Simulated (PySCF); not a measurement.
Radial density of Ca (calcium, neutral)

BP86, [Ar] 4s2, closed-shell 1S. Computed with PySCF 2.14 in x2c-TZVPall (6s5p3d, 36 functions), with scalar relativity by spin-free X2C-1e.

| r (bohr) | 4πr²ρ (e/bohr) |
| --- | --- |
| 0.00149 | 0.1757 |
| 0.00250 | 0.4529 |
| 0.00421 | 1.148 |
| 0.00708 | 2.792 |
| 0.0119 | 6.310 |
| 0.0200 | 12.57 |
| 0.0337 | 20.32 |
| 0.0567 | 23.46 |
| 0.0954 | 18.49 |
| 0.160 | 19.00 |
| 0.270 | 24.52 |
| 0.454 | 11.70 |
| 0.763 | 6.529 |
| 1.28 | 6.399 |
| 2.16 | 1.346 |
| 3.63 | 0.6205 |
| 6.11 | 0.1552 |
| 10.3 | 0.003633 |

Densities and radii are taken from the X2C orbitals without a picture-change correction, which distorts them close to the nucleus.
